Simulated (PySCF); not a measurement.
Stretching BiS

Set-up: basis Bi def2-SVP with ECP60, S def2-SVP; scalar-relativistic core potentials; PySCF 2.14. Energies in eV from Bi + S in their ground configurations at the same level. All curves are PBE0. state 1: ²Π (doublet), unpaired electrons π ↑; state 2: ⁴Π (quartet), unpaired electrons π ↑↑↑, a second solution, started from another occupation; state 3: Ms = 0.5 determinant of mixed spin (⟨S²⟩ near 1.8), unpaired electrons π ↑↑↓, a mixture of terms (⟨Lz²⟩ = 3.0), a second solution, started from another occupation; state 4: sextet, unpaired electrons σ ↑, π ↑↑↑↑, a second solution, started from another occupation.

```tsv
R (Å)	state 1	state 2	state 3	state 4
2.001	-1.311	1.898	2.262	9.8630
2.094	-2.246	0.444	0.808	7.6194
2.187	-2.753	-0.543	-0.180	5.8555
2.257	-2.928	-1.051	-0.690	4.7888
2.327	-2.973	-1.407	-1.047	3.9031
2.397	-2.921	-1.642	-1.282	3.1693
2.490	-2.758	-1.810	-1.451	2.3850
2.606	-2.492	-1.850	-1.494	1.6519
2.746	-2.145	-1.737	-1.383	1.0392
2.932	-1.686	-1.436	-1.086	0.5314
```

Problem. Put a parabola through the three lowest points of the state 1 curve and estimate Re, k and ωe (reduced mass 27.73 u; 1 eV/Å² = 0.16022 mdyn/Å; ωe = 1302.8·√(k/μ) cm⁻¹).

Solution. Through R = 2.257, 2.327, 2.397 Å the second-order coefficient is 9.90 eV/Å², so Re ≈ 2.324 Å, k ≈ 3.17 mdyn/Å and ωe ≈ 441 cm⁻¹. A polynomial fit of higher order to the unrounded PBE0 energies gives Re = 2.321 Å, k = 3.24 mdyn/Å, ωe = 445 cm⁻¹; anharmonicity and rounding make the difference.

The higher-order fit for each curve: state 1: Re = 2.321 Å, ωe = 445 cm⁻¹, De = 2.97 eV; state 2: Re = 2.578 Å, ωe = 316 cm⁻¹, minimum 1.85 eV below the ground-state fragments; state 3: Re = 2.580 Å, ωe = 315 cm⁻¹, minimum 1.50 eV below the ground-state fragments. State 4 gave no clean fit.

⟨S²⟩ of the unrestricted solution departs from its pure value on part of the curve, where spin states mix. Spin–orbit coupling is left out, which matters for elements this heavy, above all for dissociation energies. The state is the lowest determinant that a PBE0 search found; another state may lie lower at other levels.
